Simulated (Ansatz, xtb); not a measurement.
**Two isomers of C4H7BOSi**

Structure X is `Bc1cc([SiH3])co1`, a singlet and structure Y is `Bc1coc([SiH3])c1`, a singlet. Both are isolated molecules in the gas phase, relaxed with B3LYP/def2-SVP; the shapes shown needn't be the lowest conformers.

X (Å):

```yaml
atoms:
  - { symbol: C, position_ang: [0.7180, 0.3496, 0.3189] }
  - { symbol: C, position_ang: [-0.3984, 0.1979, 1.1289] }
  - { symbol: C, position_ang: [-1.5067, 0.8581, 0.5152] }
  - { symbol: C, position_ang: [-0.9713, 1.3760, -0.6510] }
  - { symbol: B, position_ang: [2.1511, -0.1272, 0.4521] }
  - { symbol: O, position_ang: [0.3218, 1.0922, -0.7860] }
  - { symbol: Si, position_ang: [-3.2773, 1.0152, 1.1034] }
  - { symbol: H, position_ang: [2.9700, 0.1271, -0.3933] }
  - { symbol: H, position_ang: [2.4529, -0.7693, 1.4269] }
  - { symbol: H, position_ang: [-0.3995, -0.3428, 2.0749] }
  - { symbol: H, position_ang: [-4.0434, 1.8054, 0.0971] }
  - { symbol: H, position_ang: [-3.3371, 1.7089, 2.4228] }
  - { symbol: H, position_ang: [-3.9058, -0.3293, 1.2547] }
  - { symbol: H, position_ang: [-1.4209, 1.9605, -1.4533] }
```

Y (Å):

```xyz
14

C     0.5689    0.2948    0.3950
C    -0.0974   -0.7518    1.0085
C    -1.6422    0.7845    0.6781
C    -0.4673    1.2867    0.1905
B     2.0552    0.3205    0.0479
O    -1.3934   -0.4859    1.1837
Si   -3.3897    1.4528    0.7778
H     2.5520    1.2814   -0.4882
H     2.7496   -0.6322    0.3121
H     0.2483   -1.7231    1.3598
H    -3.8448    1.5383    2.1950
H    -4.3355    0.5765    0.0292
H    -3.3693    2.8119    0.1696
H    -0.3342    2.2637   -0.2718
```

Problem. Which of the two would you expect CCSD(T)/def2-SVP + ΔMP2/def2-TZVPP electronic energies to favour?

Solution. Structure X; the calculation gives E(Y) − E(X) = +2.6 kcal/mol.

Level by level:

| level | geometry | E(Y) − E(X) (kcal/mol) | departure from the last row (kcal/mol) | job, with rough time for the two |
| --- | --- | --- | --- | --- |
| GFN2-xTB | GFN2-xTB | +1.8 | −0.8 | optimisation, 0.3 s |
| HF/STO-3G | GFN2-xTB | +1.2 | −1.4 | single point, 0.88 s |
| r2SCAN-D4/def2-SVP | GFN2-xTB | +3.8 | +1.2 | single point, 5.8 s |
| B3LYP/def2-SVP | B3LYP/def2-SVP | +3.3 | +0.6 | optimisation, 1.7 min |
| HF/def2-SVP | B3LYP/def2-SVP | +1.8 | −0.9 | part of the CCSD(T) run |
| MP2/def2-SVP | B3LYP/def2-SVP | +3.2 | +0.6 | part of the CCSD(T) run |
| CCSD(T)/def2-SVP | B3LYP/def2-SVP | +2.7 | 0.0 | single point |
| CCSD(T)/def2-SVP + ΔMP2/def2-TZVPP | B3LYP/def2-SVP | +2.6 |  | single point, 99 s |

As drawn, both hold the same kinds of bond in the same numbers.

The levels shown agree on the order. The largest departure from CCSD(T)/def2-SVP + ΔMP2/def2-TZVPP is that of HF/STO-3G, 1.4 kcal/mol. The last row adds to CCSD(T) the change of the MP2 difference between the two basis sets, here 0.0 kcal/mol.

With thermal terms from frequencies at re-optimised GFN2-xTB minima (ideal gas, soft modes damped towards free rotors, one conformer each, 298.15 K, 1 atm): the zero-point term adds −0.2 kcal/mol; ΔH is +2.6 and ΔG +2.4 kcal/mol.

The correlated steps freeze 11 core orbitals. Programs: Ansatz 0.2.0, xtb 6.7.1; the last row on 2 threads of Intel(R) Xeon(R) Processor @ 2.70GHz on a shared host.
